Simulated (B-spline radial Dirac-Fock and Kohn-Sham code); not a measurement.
Nb⁺ 4s: cross section and angular parameters

System: the Nb⁺ ion, configuration 1s2 2s2 2p6 3s2 3p6 3d10 4s2 4p6 4d4; threshold 69.84 eV (orbital energy of the model). The computed values come from a radial finite-basis atomic code: Dirac-Hartree-Slater photoionisation with a Latter tail; cross sections with all multipoles, angular parameters from the dipole term and its interference with E2.

Input of the calculation (task.json; shells as n, l, electrons):

```json
{"items": [{
  "Z": 41,
  "q": 1,
  "cfg": [[1, 0, 2], [2, 0, 2], [2, 1, 6], [3, 0, 2], [3, 1, 6], [3, 2, 10], [4, 0, 2], [4, 1, 6], [4, 2, 4]],
  "A": 93,
  "rrms": 4.324,
  "do": "xps",
  "hv": [71.3, 100, 143.0, 200, 214.0, 228.0, 259.0, 300, 428.0, 429.0, 584.0, 585.0, 816.0, 844.0, 958.0, 1030.0, 1830.0, 2000, 2984.4, 5400.0, 5414.7, 6000, 6410.0, 6430.0, 6850.0, 8080.0, 11900.0, 12000, 12700.0, 13000.0]
}]}
```

Command: `python xray2_run.py task.json out`

```csv
hν (eV),σ (kb),β,γ
100,208,1.975,0.056
143,169,1.986,0.206
200,122,1.990,0.267
214,113,1.990,0.274
228,104,1.991,0.278
259,88.5,1.992,0.282
300,72.9,1.992,0.279
428,43.3,1.994,0.245
429,43.2,1.994,0.245
584,26.6,1.995,0.185
585,26.5,1.995,0.185
816,15.4,1.995,0.102
844,14.5,1.995,0.093
958,11.7,1.996,0.059
1030,10.4,1.996,0.040
1830,3.75,1.996,-0.076
2000,3.19,1.996,-0.082
2984.4,?,?,?
5400,0.451,1.997,0.242
5414.7,0.448,1.997,0.244
6000,0.361,1.997,0.327
6410,0.314,1.997,0.385
6430,0.312,1.997,0.388
6850,0.273,1.997,0.448
8080,0.190,1.997,0.624
11900,0.0797,1.996,1.140
12000,0.0782,1.996,1.152
12700,0.0685,1.996,1.240
13000,0.0649,1.996,1.277
```

Question: Give the values at Ag Lα (2984.4 eV).

Answer: σ = 1.49 kb, β = 1.997, γ = -0.049. For an s subshell δ is negligible.
